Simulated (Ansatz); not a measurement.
Mulliken charges of `SC[SiH2][SeH]` from PBE/def2-TZVPP in Ansatz (PBE0-D4/def2-TZVP geometry).

| atom | x (Å) | y (Å) | z (Å) | charge (e) |
| --- | --- | --- | --- | --- |
| S1 | -1.268 | 1.419 | -0.712 | -0.173 |
| C2 | 0.090 | 0.857 | 0.340 | -0.216 |
| Si3 | 0.092 | -1.017 | 0.487 | 0.225 |
| Se4 | -0.052 | -2.067 | -1.526 | -0.148 |
| H5 | -1.248 | 2.709 | -0.335 | 0.099 |
| H6 | -0.030 | 1.246 | 1.356 | 0.126 |
| H7 | 1.053 | 1.198 | -0.047 | 0.121 |
| H8 | 1.328 | -1.410 | 1.211 | -0.049 |
| H9 | -1.107 | -1.479 | 1.227 | -0.041 |
| H10 | 1.224 | -1.508 | -1.997 | 0.056 |

Question: By hand: the dipole of these point charges (1 e Å = 4.8032 D).

Answer: Σ q r = (0.277, 0.262, 0.296) e Å, of length 0.483 e Å = 2.32 D.

Question: How does the dipole of the full density compare? (Estimate.)

Answer: The calculation gave: (0.293, 0.261, 0.249) e Å, 2.23 D; the point charges give 1.04 times that, at 6° from its direction.

Point charges leave out the atoms' own dipoles, such as those of lone pairs, and Mulliken's split depends on the basis, so the close match here is no proof of good charges.
